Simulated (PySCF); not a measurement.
C₆ coefficients of unlike pairs at BP86

Calculated with PySCF 2.14 from the dipole response of each species, C₆(A,B) = (3/π) ∫ α_A(iu) α_B(iu) du, in atomic units, from isotropic polarisabilities. For ions this is the dispersion term alone; charge-induced terms of lower order in 1/R come first.

```
species           configuration                                                               basis      relativity  α (bohr³)  C₆ (like pair)
   Cl²⁺       [Ne] 3s2 3p3 (4S)                                            aug-cc-pwCVTZ (8s7p5d3f)            none      5.872           20.91
   Sn³⁺      [Kr] 4d10 5s1 (2S)                                          aug-cc-pVTZ-DK3 (8s7p5d2f)   spin-free X2C      8.911           30.12
    Sb⁺  [Kr] 4d10 5s2 5p2 (3P)  def2-TZVPPD with the def2 core potential (28 electrons) (7s5p4d2f)  core potential      25.20           206.9
   Be²⁺                1s2 (1S)                                         aug-cc-pVQZ-DK (6s5p4d3f2g)   spin-free X2C    0.05356         0.01085
```

Task: Estimate C₆ for Sb⁺ with Cl²⁺.

Result: The integral gives 63.63. The combination rule 2 C_A C_B / (C_A α_B/α_A + C_B α_A/α_B) gives 62.71 and the geometric mean 65.76.

No spin-orbit coupling is included.

The other pairs:

| pair | C₆ |
| --- | --- |
| Sn³⁺, Cl²⁺ | 24.73 |
| Be²⁺, Sb⁺ | 0.9300 |
| Be²⁺, Cl²⁺ | 0.3419 |
| Sb⁺, Sn³⁺ | 78.53 |
| Be²⁺, Sn³⁺ | 0.3873 |
